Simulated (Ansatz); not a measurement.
**A basis-limit estimate, worked out**

An elementary step of Si₂NH₆F, singlet (Si₂NH₆F ([NH2][SiH]([F])[SiH3]) → Si₂NH₅ ([NH][SiH][SiH3]) + HF; Si–F, N–H broken or loosened, F–H formed or tightened). “Start” and “end” are the PBE0-D4/def2-TZVP structures reached by relaxing down either side of its saddle point, with the molecules still in contact.

Program: Ansatz 0.2.0. Basis: def2-TZVPP and def2-QZVPP. Cores are frozen in the correlated methods.

Energies in eV:

| quantity | end | start |
| --- | --- | --- |
| Hartree–Fock, triple zeta (X = 3) | -20008.64008 | -20012.27158 |
| Hartree–Fock, quadruple zeta (X = 4) | -20009.33108 | -20012.98454 |
| MP2 correlation, X = 3 | -19.98965 | -19.43732 |
| MP2 correlation, X = 4 | -21.60514 | -21.05216 |
| CCSD(T) correlation, X = 3 | -21.85753 | -21.30212 |

Task: Work out the step energy at the basis limit: extrapolate Hartree–Fock as E(X) = E∞ + A exp(−7.88 √X) and the MP2 correlation as E(X) = E∞ + B X^−2.97 (the exponents that Neese and Valeev fitted for def2-TZVPP and QZVPP), then add CCSD(T) − MP2 in triple zeta.

Result: Each step is linear, so take the differences first (end − start): Hartree–Fock 3.63150 (X = 3) and 3.65346 (X = 4); MP2 correlation -0.55233 and -0.55298; CCSD(T) correlation -0.55541.
Two points give E∞ = E(4) + w [E(4) − E(3)], with w = 1/(exp(7.88 (2 − √3)) − 1) = 0.1377 for Hartree–Fock and w = 1/((4/3)^2.97 − 1) = 0.7407 for the correlation.
Hartree–Fock: 3.65346 + 0.1377 × 0.02196 = 3.6565 eV.
MP2 correlation: -0.55298 + 0.7407 × (-0.00065) = -0.5535 eV.
CCSD(T) − MP2: -0.55541 − (-0.55233) = -0.0031 eV.
Sum: 3.6565 + (-0.5535) + (-0.0031) = 3.0999 eV, or 71.49 kcal/mol. Plain CCSD(T) in triple zeta gives 3.0761 eV, so the larger basis shifts the result by 0.0238 eV.

The T1 diagnostic stays at or below 0.017.

Labels in which every atom is bracketed show which atoms are joined, not bond orders.

For scale, one of the runs: CCSD(T)/def2-TZVPP, 230 basis functions (an equivalent command: `ansatz run in.yaml --threads 4`). Time: 35 s of wall clock on 4 CPU threads; the host was shared. Peak host memory: 4.2 GiB.
